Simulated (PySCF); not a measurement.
# Electronic structure of P²⁺ (phosphorus, charge +2) at the UHF level

Configuration: [Ne] 3s1 3p1 3d1, one real determinant (an excited configuration). Computed with PySCF 2.14 in aug-cc-pVDZ-DK (5s4p2d, 27 functions), with scalar relativity by spin-free X2C-1e.

```json
{"Total energy": "-339.692985 hartree", "One-electron energy": "-456.9334 hartree", "Hartree (Coulomb) energy": "139.2562 hartree", "Exchange energy": "-22.0158 hartree", "⟨S²⟩": "3.7500", "⟨L²⟩": "8.016", "Sum of ⟨r⟩": "10.60 bohr", "Sum of ⟨r²⟩": "19.22 bohr²", "Traceless quadrupole moment −½Σ⟨3z² − r²⟩ along its main axis": "0.830 e·bohr²", "Langevin diamagnetic susceptibility": "-15.2 ×10⁻⁶ cm³/mol"}
```

```
shell  electrons  mean orbital energy (hartree)  spread (hartree)  rms radius, mean of both spins (bohr)
 1s α          1                      -81.37403                 0                                  0.120
 1s β          1                      -81.34626                 0                                  0.120
 2s α          1                       -8.66131                 0                                  0.559
 2s β          1                       -8.61330                 0                                  0.559
 2p α          3                       -6.51692           0.02124                                  0.537
 2p β          3                       -6.48280           0.02237                                  0.537
 3s α          1                       -1.63228                 0                                   1.84
 3p α          1                       -1.23632                 0                                   2.03
 3d α          1                       -0.58991                 0                                   3.05
```

⟨L²⟩ = 8.02 against 12 for a pure F term, so this real determinant mixes terms. The outer electron is Rydberg-like, and this basis confines it to a smaller radius and binds it less than a complete one would.

Densities and radii are taken from the X2C orbitals without a picture-change correction, which distorts them close to the nucleus.

Spin-orbit constants ζ (cm⁻¹) from the X2C one-electron operator on these orbitals: bare nucleus, nucleus screened by l(l+1)(2l+1)/3 electrons, and screened by the Breit-Pauli mean field of the electrons.

```tsv
shell	bare	screened nucleus	mean field
2p	5453	4726	4395
3p	449.6	389.7	358.0
3d	9.217	3.072	1.783
```

To first order the Landé constant is A = 40.18 cm⁻¹, so the lowest level has J = 3/2 and lies 0.0299 eV below the centre of the term. This holds in LS coupling only.
